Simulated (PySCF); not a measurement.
Levels of Pd³⁵⁺ from EOM-EA-GCCSD

Reference: closed-shell Pd³⁶⁺, [Ne]; one electron is added. Calculated with PySCF 2.14, two-component X2C-1e with screened spin-orbit coupling, an even-tempered Gaussian basis (18 s from 3.7 bohr⁻², ratio 2.6; 13 p from 4.8 bohr⁻², ratio 2.6; 6 d from 4.9 bohr⁻², ratio 2.8; 3 f from 120 bohr⁻², ratio 2.8); frozen 1s2; the 56 highest virtual spinors dropped; of the others 44 kept and the rest restored at second order. No Breit or QED terms. Binding energies in eV.

```
level  Koopmans  second order  EOM-CCSD
3s1/2    2248.8        2249.5    2249.5
3p1/2    2169.1        2169.9    2169.9
3p3/2    2127.5        2128.3    2128.3
3d3/2    2023.1        2023.7    2023.7
3d5/2    2014.3        2014.9    2014.9
```

Electric-dipole lines between these computed levels:

```csv
lower,upper,ΔE (eV),vacuum wavelength (nm)
3s1/2,3p1/2,79.577,15.58
3s1/2,3p3/2,121.22,10.23
3p1/2,3d3/2,146.22,8.480
3p3/2,3d3/2,104.57,11.86
3p3/2,3d5/2,113.41,10.93
```

For comparison, the ionisation energy of Pd³⁵⁺ is 2248.87 ± 0.07 eV (semi-empirical (NIST evaluation); NIST Atomic Spectra Database, ionization energies).

Only part of the computed levels is shown.
